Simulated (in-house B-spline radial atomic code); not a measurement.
# How G0W0 and RPA depend on the start: P

Configuration [Ne] 3s2 3p3, highest spin. Computed with a B-spline radial code for spherical atoms: all electrons, non-relativistic, point nucleus, each spin shell either full or empty, empty states to l = 9 with an (l + 1/2)⁻⁴ tail; G0W0 by contour deformation at full frequency.

```tsv
start	mean-field 3p up (eV)	G0W0 (eV)	QP weight	RPA correlation (Eh)
Hartree-Fock	-10.670	-10.917	0.942	-0.73985
LDA VWN5	-6.296	-10.124	0.790	-0.85927
PBE	-6.294	-10.091	0.784	-0.85711
PBE0	-7.533	-10.454	0.872	-0.82151
r2SCAN	-6.695	?	?	?
HSE06	-7.123	?	?	?
B3LYP (VWN-RPA)	-7.120	-10.348	0.854	-0.82938
SCAN	-6.697	-10.312	0.845	-0.83569
TPSS	-6.424	-10.155	0.804	-0.84818
BHandHLYP	-8.448	-10.602	0.906	-0.79192
CAM-B3LYP	-8.701	-10.626	0.909	-0.80484
LC-wPBE	-10.306	-10.766	0.934	-0.79385
wB97X	-9.784	-10.751	0.929	-0.79127
PBEsol	-6.253	-10.116	0.785	-0.85751
BLYP	-5.968	-9.972	0.757	-0.85837
r2SCAN0	-7.808	-10.546	0.890	-0.80913
LDA exchange-only	-5.533	-9.965	0.696	-0.85828
```

Question: What G0W0 level, weight and RPA correlation energy follow from the HSE06 start?

Answer: G0W0 level -10.353 eV, weight 0.850, RPA correlation -0.82815 hartree.

Question: What G0W0 level, weight and RPA correlation energy follow from the r2SCAN start?

Answer: G0W0 level -10.333 eV, weight 0.845, RPA correlation -0.8364 hartree.

Question: How much of the dependence on the start does G0W0 remove?

Answer: The mean-field levels span 5.14 eV and the G0W0 levels 0.952 eV. Against 10.487 eV (NIST, measured) the G0W0 removal energies are off by -0.52 to +0.43 eV, with relativity, Breit and QED terms left out.
